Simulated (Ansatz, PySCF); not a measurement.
Species: SrF, charge 0, multiplicity 2. SMILES: [F][Sr]
Geometry from a B3LYP-D3(BJ)/def2-TZVP (Ansatz, a first-principles code) optimisation:
```
Sr
F 1 2.0982
```
Charge 0, spin multiplicity 2.

Property: vertical ionisation energy (to the singlet state of charge +1; each state is the SCF solution reached for its spin), in eV. Cores are frozen in the correlated levels unless marked. UHF or UKS for open shells. No spin-orbit coupling. Frozen are the shells of the preceding noble gas and the d and f shells that filled before the atom's block. The outer core of K, Ca and their heavier congeners is not correlated, a term that matters for these elements. Past Kr the def2 sets carry scalar-relativistic core potentials. CBS marks a two-point X^-3 extrapolation of the correlation energy; Hartree-Fock from the larger set.

```tsv
level	program	vertical ionisation energy (eV)
SVWN5/def2-TZVPD	Ansatz	5.68
PBE/def2-TZVPD	Ansatz	5.54
r2SCAN/def2-TZVPD	Ansatz	5.39
B3LYP/def2-TZVPD	Ansatz	5.64
PBE0/def2-TZVPD	Ansatz	5.51
BHLYP/def2-TZVPD	Ansatz	5.50
CAM-B3LYP/def2-TZVPD	Ansatz	5.60
wB97M-V/def2-TZVPD	Ansatz	5.36
wB97X-V/def2-TZVPD	Ansatz	5.34
CCSD/def2-SVPD	Ansatz	5.16
CCSD/def2-TZVPPD	Ansatz	5.15
CCSD/def2-QZVPPD	Ansatz	5.15
CCSD/CBS(def2-TZVPPD,def2-QZVPPD)	Ansatz	5.15
CCSD(T)/def2-SVPD	Ansatz	5.16
CCSD(T)/def2-TZVPPD	Ansatz	5.15
CCSD(T)/def2-QZVPPD	Ansatz	5.15
CCSD(T)/CBS(def2-TZVPPD,def2-QZVPPD)	Ansatz	5.15
```

For comparison, minus the highest occupied orbital energy (PySCF): 3.27 eV at BLYP/def2-TZVPD, 3.52 eV at BP86/def2-TZVPD, 5.24 eV at HF/def2-TZVPD.
